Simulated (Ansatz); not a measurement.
Born–Oppenheimer molecular dynamics of BF$_{3}$H$_{2}$O (7 atoms, charge 0, multiplicity 1). It starts at the highest image of a converged band. Of that band: Neighbouring images differ by up to 1.3 eV, so the band resolves the path poorly. A vibrational analysis at the climbing image gives one clearly imaginary mode, 1605i cm⁻¹: a first-order saddle point.

All numbers below come from RHF/def2-SVP in Ansatz.

| Property | Result |
| --- | --- |
| ensemble | NVE (velocity Verlet) |
| time step | 0.5 fs |
| steps asked | 200 |
| starting velocities drawn for | 100 K |
| seed | 6616 |

First frame:

```xyz
7
Properties=species:S:1:pos:R:3
B 0.049 -0.273 -0.048
F -0.018 0.090 1.531
F 1.163 0.223 -0.540
F -1.102 0.057 -0.611
O 0.122 -1.681 0.408
H -0.592 -2.241 0.135
H 0.020 -1.028 1.439
```

(1) How far do the bonds stretch over the last three quarters of this one trajectory? (Pairs bonded in most of those frames.)

Results:

(1) 
```
 bond  mean (Å)  spread (Å)  shortest  longest
B1–F2     1.321       0.086      1.17     1.45
B1–F3     1.310       0.045      1.23     1.39
B1–F4     1.321       0.062      1.23     1.42
O5–H6     0.948       0.011      0.93     0.97
O5–H7     0.950       0.020      0.92     0.98
```

Mean temperature of the second half: 1601 K. The conserved energy stayed within 0.36 meV per atom of its start (net change -0.14 meV per atom), so the integration is sound. The kinetic energy rose, since the run started high on the potential surface and went downhill. It ends in pieces (BF3 + H2O), so much of that is their flight and rotation, not heat. A run of 0.1 ps of so small a system gives no equilibrium averages. The orbitals stay closed-shell, which can raise the energy where a bond breaks towards radicals; this wasn't checked here.

The run took 3.8 min on 1 thread of Arm Neoverse V1 (shared host), peak memory 0.13 GiB.
